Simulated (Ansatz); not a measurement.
## Reading a saddle point

A first-order saddle point of SiNH8OF, closed shell, PBE0-D4/def2-TZVP, with one imaginary mode of 284i cm⁻¹:

```csv
atom,x (Å),y (Å),z (Å)
Si1,-0.7749,0.0148,-0.8483
O2,-0.3040,-1.3912,0.5640
H3,-0.2971,-1.0086,-1.8016
H4,-1.0685,1.1525,-1.8125
H5,-2.0979,-0.0220,-0.1691
H6,1.2241,0.3742,0.6799
N7,0.6072,0.9878,-0.0478
H8,0.6121,-1.1737,1.0787
F9,1.6910,-0.5569,1.4897
H10,-1.0041,-1.5360,1.2044
H11,0.2172,1.7868,0.4443
H12,1.1949,1.3725,-0.7816
```

Ansatz 0.2.0; basis: def2-TZVPP and def2-QZVPP; cores frozen in the correlated methods. Extrapolation: Hartree–Fock as exp(−7.88 √X), correlation as X^−2.97.

**Question.** Which contacts change along the imaginary mode, and what lies on either side? (Judge from chemistry; the calculation decides.)

**Answer.** By the calculation: The step is SiH₄O ([OH][SiH3]) + NH₃ + HF → SiNH₅ ([NH2][SiH3]) + H₂O + HF, with the molecules in contact on both sides. Shortening one way: Si1–N7, O2–H8, H6–F9; lengthening the same way: Si1–O2, H6–N7, H8–F9.
```tsv
pair	one side (Å)	saddle (Å)	other side (Å)
Si1–N7	2.26	1.87	1.76
O2–H8	1.56	1.07	0.97
H6–F9	2.09	1.32	0.98
Si1–O2	1.70	2.05	3.09
H6–N7	1.02	1.13	1.60
H8–F9	0.96	1.31	1.92
```

**Question.** Which side is lower, and how far does the saddle lie above each? (Judge from chemistry; the value comes from the calculation.)

**Answer.** The calculation gives: The side with Si1–O2, H6–N7, H8–F9 short is lower by 0.295 eV; the saddle lies 0.849 eV above it and 0.554 eV above the other (CCSD(T) at an estimated basis limit (MP2 extrapolated from triple and quadruple zeta, plus CCSD(T) − MP2 in triple zeta); electronic energies).

T1 diagnostic: at most 0.011.

Labels in which every atom is bracketed show which atoms are joined, not bond orders.

For scale, one of the runs: CCSD(T)/def2-TZVPP, 247 basis functions, launched by `ansatz run in.yaml --threads 4 --pin off --events-out ev --progress --plain --max-ram 9574MiB`. Hardware: 4 CPU threads of an AMD EPYC, shared host. Wall time 4.6 min; peak host memory 5.3 GiB.
